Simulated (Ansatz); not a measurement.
A made-up structure of GaHClO (charge -1), singlet:

```csv
atom,x (Å),y (Å),z (Å)
O1,-1.8375,-0.0851,-0.2479
Ga2,1.2190,-1.4502,0.7057
Cl3,-0.1849,0.1720,-0.0898
H4,0.6565,1.1753,-0.3228
```

It is relaxed with PBE-D4/def2-SVPD and then PBE0-D4/def2-TZVPD (Ansatz 0.2.0). Atoms count as bonded within 1.22 times the sum of their covalent radii (H–H: 0.88 Å). The end point is not checked to be a true minimum.

Q: Does its bonding change? (A judgement: the text doesn't fix the answer.)

A: By the calculation: Yes. Formed: Ga2–H4; broken: Cl3–H4.

Where it ends: The first stage lowers the energy by 3.12 eV in 12 steps. It ends as GaHClO ([O][Cl][GaH]), total charge -1:
```
atom    x (Å)    y (Å)    z (Å)
  O1  -2.2381  -0.3945  -0.1974
 Ga2   1.1144  -0.8374   0.4697
 Cl3  -0.8338   0.3838  -0.2642
  H4   1.8106   0.6601   0.0372
```

Labels in which every atom is bracketed show which atoms are joined, not bond orders.

For scale, one of the runs: PBE0-D4/def2-TZVPD relaxation, 149 basis functions, launched by `ansatz run in.yaml --threads 2 --pin off --events-out ev --progress --plain --max-ram 4352MiB`. The run took about 28 s on 2 CPU threads of an Intel Xeon Platinum 8375C (shared host).
